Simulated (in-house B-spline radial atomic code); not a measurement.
A fraction x of an electron is removed from 5p in Er5+, starting from [Kr] 4d10 4f10 5s2 5p5 and keeping the highest spin. Method: scalar-relativistic (X2C) OLYP, spin-polarised, spherical fractional occupations, Fermi nucleus of rms radius 5.2516 fm. Calculated with a B-spline radial code for spherical atoms.

```json
{"x": "0", "E(x) - E(0) (eV)": "0.0000", "5p down level (eV)": "-85.756"}
{"x": "0.04", "E(x) - E(0) (eV)": "3.4421", "5p down level (eV)": "-86.352"}
{"x": "0.15", "E(x) - E(0) (eV)": "13.0311", "5p down level (eV)": "-87.992"}
{"x": "0.3", "E(x) - E(0) (eV)": "26.3979", "5p down level (eV)": "-90.233"}
{"x": "0.46", "E(x) - E(0) (eV)": "41.0267", "5p down level (eV)": "-92.627"}
{"x": "0.5", "E(x) - E(0) (eV)": "44.7437", "5p down level (eV)": "-93.226"}
{"x": "0.62", "E(x) - E(0) (eV)": "56.0387", "5p down level (eV)": "-95.024"}
{"x": "0.69", "E(x) - E(0) (eV)": "62.7271", "5p down level (eV)": "-96.073"}
{"x": "0.87", "E(x) - E(0) (eV)": "80.2633", "5p down level (eV)": "-98.774"}
{"x": "0.88", "E(x) - E(0) (eV)": "81.2518", "5p down level (eV)": "-98.924"}
{"x": "1", "E(x) - E(0) (eV)": "93.2307", "5p down level (eV)": "-100.726"}
```

The exact functional would give a straight line between the two integer points. Deviations E(x) - E(0) - x[E(1) - E(0)], in eV: -0.287 at x = 0.04, -0.954 at x = 0.15, -1.571 at x = 0.3, -1.859 at x = 0.46, -1.872 at x = 0.5, -1.764 at x = 0.62, -1.602 at x = 0.69, -0.847 at x = 0.87, -0.791 at x = 0.88.

The curve lies below the straight line by up to 1.872 eV (at x = 0.5): convex, the delocalisation error that favours fractional charges.

(1) How well does Slater's transition state (minus the level at half occupation) give the ionisation energy?

Answers

(1) It gives 93.226 eV against 93.231 eV from the two total energies; NIST lists 96.00 eV, ground level to ground level.
